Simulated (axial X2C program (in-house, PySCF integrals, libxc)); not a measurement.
**NbS⁺: from the spin-free to the two-component result**

Computed with an in-house relativistic program for diatomic molecules. Spin-free means the one-electron spin-free X2C Hamiltonian; two-component (2c) means X2C with spin–orbit coupling and atomic mean-field two-electron Coulomb and Gaunt terms, so the difference of the two also holds small scalar two-electron terms. Basis: Nb dyall-cv3z [11s12p9d5f3g], S dyall-av3z [9s8p3d2f] (cores contracted in-house); Gaussian nuclei, density fitting, unrestricted open shells. Masses: Nb 92.906 u, S 31.972 u.

Spin-free state: M_S = 1, Λ = 0 (beyond evenly filled blocks: δ+α, δ-α); fragments Nb+ + S.

| level | Re (Å) | ωe (cm⁻¹) | De (eV) | μ (D) |
| --- | --- | --- | --- | --- |
| PBE0 | 2.085 | 591.1 | 4.759 | -4.67 |
| B97-3 | 2.088 | 594.0 | 5.007 | -4.74 |

Dipoles are positive if S is the positive end and refer to the centre of mass.

Two-component determinant lowest at the distance of the search:

Ω = 1 (⟨Sz⟩ = 1.00, ⟨Lz⟩ = 0.00 at PBE0); fragments Nb+ + S.

```tsv
level	Re (Å)	ωe (cm⁻¹)	μ (D)
PBE0	2.085	591.0	-4.66
B97-3	2.088	593.8	-4.73
```

(1) From the two tables, how do the constants change at the PBE0 level (2c against spin-free)?

Occupations by symmetry block were frozen at the best pattern of an incomplete PBE0 search. Dissociation energies refer to the lowest single-determinant-based atoms at the same level and basis. De is not given where an atomic determinant may have missed its ground term or J level, or where the truncated virtual space spoils (T). Density functionals use the spin component along the axis (collinear). Other states lie close and PBE0, whose exact exchange favours high spin, may order them wrongly; the determinant shown need not be the ground state. The nearest other spin-free determinant of the search, M_S = 1, Λ = 2, lies 0.42 eV up at the distance of the search. The functionals have no current-density term, which raises determinants with orbital currents, atoms included. With several unpaired electrons one determinant need not be a pure state. Open-shell Ω = 0 determinants with evenly filled partner blocks cannot be reached by this program, so the Ω shown need not be the lowest component. The determinant is spin-polarised beyond a pure state at some levels (its spin-free form has ⟨S²⟩ too high), which makes Re and μ there less reliable.

Answers

(1) At the PBE0 level Re is unchanged within 0.001 Å and ωe doesn't move by more than 0.2 cm⁻¹.
